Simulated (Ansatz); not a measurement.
Sn19H28, a nanocrystal cut from cubic tin, relaxed as a singlet with RKS PBE-D4/def2-SVP in Ansatz, starting from a model built from a lattice or polyhedron. Force threshold 0.03 eV/Å.

In the def2 sets Sn takes a core potential; there is no spin–orbit coupling. Single mean-field runs in def2-SVP are fitted with def2-universal-jkfit.

Start:

```
atom    x (Å)    y (Å)    z (Å)
 Sn1   4.4352  -0.7687   1.8167
 Sn2   2.1372   2.9244   3.2867
 Sn3   3.3771  -2.7056  -2.1991
 Sn4   1.0525   0.9727  -0.7525
 Sn5  -0.0009  -0.9777  -4.7608
 Sn6  -0.9906  -3.1492  -0.8409
 Sn7  -2.3188   2.7111  -3.3050
 Sn8   0.0777  -1.1811   3.1907
 Sn9  -3.2526   0.5459   0.6142
Sn10  -1.2566   4.6548   0.7154
Sn11   4.2311  -3.2278   0.3937
Sn12   1.8977   0.4750   1.8695
Sn13  -0.3689   4.1564   3.3189
Sn14  -0.1015  -3.6480   1.7744
Sn15   0.8678  -1.4705  -2.1509
Sn16  -1.4583   2.2086  -0.6780
Sn17  -2.5445   0.2788  -4.6932
Sn18  -3.4940  -1.8927  -0.7551
Sn19  -2.4350   0.0521   3.2220
 H20   4.9914  -1.0837   3.4040
 H21   5.5752   0.2389   1.0230
 H22   3.2710   3.9341   2.4857
 H23   2.6593   2.5861   4.8946
 H24   4.4923  -1.6909  -2.9883
 H25   3.2579  -4.1941  -3.0466
 H26   2.1822   1.9662  -1.5456
 H27   1.1176   0.0606  -5.5715
 H28  -0.1208  -2.4866  -5.6328
 H29  -1.1197  -4.6424  -1.6847
 H30  -1.2073   3.7411  -4.0999
 H31  -3.8834   3.4669  -3.2671
 H32   0.6233  -1.5271   4.8134
 H33  -4.8358   1.2861   0.6707
 H34  -0.1335   5.6821  -0.0999
 H35  -2.8071   5.4329   0.7547
 H36   5.7949  -3.9973   0.3726
 H37   3.1009  -4.2521   1.2064
 H38  -0.2687   5.6563   4.1812
 H39  -1.5138   3.1217   4.1375
 H40   1.4286  -4.3955   1.7258
 H41  -1.2395  -4.7066   2.5685
 H42  -3.6814  -0.7591  -3.8689
 H43  -3.0493   0.5730  -6.2861
 H44  -4.0268  -1.5833  -2.3834
 H45  -4.6248  -2.9178   0.0310
 H46  -2.2917   1.5281   4.1047
 H47  -3.5455  -0.9962   4.0343
```

Task: Estimate the energy that the relaxation releases and the steps that it takes.

Result: 32.0 kJ/mol, in 7 steps; 68 s on 5 threads of AMD EPYC 7R13 on a shared host and a share (37 GiB) of an NVIDIA H100 80GB HBM3. No frequencies were taken in this run, so the end may be a saddle point.

Task: Does the start keep its bonding and symmetry?

Result: By distances, no bond broke or formed. The bond that changes most is Sn9–Sn16, from 2.77 to 2.82 Å (atoms count from 1). Point group Cs at the start, C3v at the end, both within 0.05 Å.

Task: Predict the relaxed structure.

Result: 
```xyz
47

Sn    4.460   -0.788    1.826
Sn    2.138    2.907    3.293
Sn    3.382   -2.736   -2.220
Sn    0.999    0.906   -0.703
Sn   -0.017   -0.988   -4.783
Sn   -1.025   -3.186   -0.814
Sn   -2.348    2.716   -3.312
Sn    0.049   -1.242    3.211
Sn   -3.343    0.504    0.649
Sn   -1.268    4.662    0.716
Sn    4.450   -3.181    0.345
Sn    1.917    0.441    1.929
Sn   -0.281    4.343    3.333
Sn   -0.225   -3.693    1.842
Sn    0.830   -1.523   -2.140
Sn   -1.512    2.205   -0.661
Sn   -2.474    0.380   -4.876
Sn   -3.568   -1.974   -0.678
Sn   -2.511   -0.062    3.283
H     5.042   -1.069    3.440
H     5.569    0.324    1.079
H     3.345    3.864    2.487
H     2.714    2.632    4.911
H     4.455   -1.684   -3.093
H     3.298   -4.224   -3.116
H     2.144    1.945   -1.513
H     1.197   -0.009   -5.552
H    -0.107   -2.474   -5.681
H    -1.147   -4.694   -1.681
H    -1.211    3.812   -4.038
H    -3.886    3.526   -3.297
H     0.594   -1.546    4.839
H    -4.902    1.284    0.689
H    -0.171    5.675   -0.175
H    -2.802    5.479    0.737
H     6.062   -3.821    0.225
H     3.485   -4.362    1.171
H    -0.050    5.894    4.083
H    -1.445    3.476    4.283
H     1.252   -4.604    1.886
H    -1.449   -4.646    2.629
H    -3.727   -0.652   -4.265
H    -2.883    0.775   -6.519
H    -4.253   -1.776   -2.261
H    -4.637   -3.005    0.228
H    -2.509    1.372    4.261
H    -3.630   -1.183    4.002
```
Bond lengths (bridged metal pairs left out): 24 × Sn–Sn 2.81 to 2.83 Å; 28 × H–Sn 1.73 to 1.75 Å.
